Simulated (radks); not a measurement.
The numbers below are computed, except where a source is named.
La I, 57 electrons, occupied as [Xe] 5d1 6s2 (the NIST ground configuration).

Level of theory: scalar-relativistic Kohn-Sham, PBEsol, spin-polarised, spherical densities, point nucleus; open shells are filled with parallel spins first (spin-orbit coupling, left out, can overturn this in heavy ions) (a radial shooting solver on a logarithmic mesh with Libxc functionals).

Energy parts (eV):
part                      energy
total                 -231024.92
kinetic                244363.34
electron-nucleus      -559194.80
Hartree                 89243.14
exchange-correlation    -5436.59

Orbitals (lengths in bohr, moments of r in powers of bohr; r(90%) holds 90 % of the orbital's charge):
| orbital | occ. | eigenvalue (eV) | <r> | r(90%) |
|---|---|---|---|---|
| 1s down | 1 | -38734.59 | 0.02508 | 0.0452 |
| 1s up | 1 | -38734.59 | 0.02508 | 0.0452 |
| 2s up | 1 | -6166.457 | 0.1075 | 0.166 |
| 2s down | 1 | -6166.430 | 0.1075 | 0.166 |
| 2p up | 3 | -5527.453 | 0.09426 | 0.153 |
| 2p down | 3 | -5527.433 | 0.09426 | 0.153 |
| 3s up | 1 | -1318.699 | 0.2853 | 0.419 |
| 3s down | 1 | -1318.686 | 0.2853 | 0.419 |
| 3p up | 3 | -1114.682 | 0.2833 | 0.424 |
| 3p down | 3 | -1114.668 | 0.2833 | 0.424 |
| 3d up | 5 | -821.4078 | 0.2600 | 0.407 |
| 3d down | 5 | -821.3860 | 0.2600 | 0.407 |
| 4s up | 1 | -266.1063 | 0.6543 | 0.940 |
| 4s down | 1 | -266.0665 | 0.6544 | 0.940 |
| 4p up | 3 | -199.7484 | 0.6933 | 1.01 |
| 4p down | 3 | -199.7120 | 0.6934 | 1.01 |
| 4d up | 5 | -103.7557 | 0.7679 | 1.15 |
| 4d down | 5 | -103.7179 | 0.7678 | 1.15 |
| 5s up | 1 | -39.0567 | 1.558 | 2.24 |
| 5s down | 1 | -38.7737 | 1.553 | 2.23 |
| 5p up | 3 | -22.5629 | 1.808 | 2.64 |
| 5p down | 3 | -22.1698 | 1.800 | 2.63 |
| 6s up | 1 | -3.8503 | 4.350 | 6.35 |
| 6s down | 1 | -3.5216 | 4.462 | 6.53 |
| 5d up | 1 | -3.3238 | 2.972 | 4.72 |
| 5d down | 0 | -2.8245 | 3.040 | 4.89 |

The highest occupied level is 5d up at -3.324 eV. Summed over all electrons, <r^2> = 94.77 bohr^2, which gives a Langevin (diamagnetic) susceptibility term of -75.1 x 10^-6 cm^3/mol.
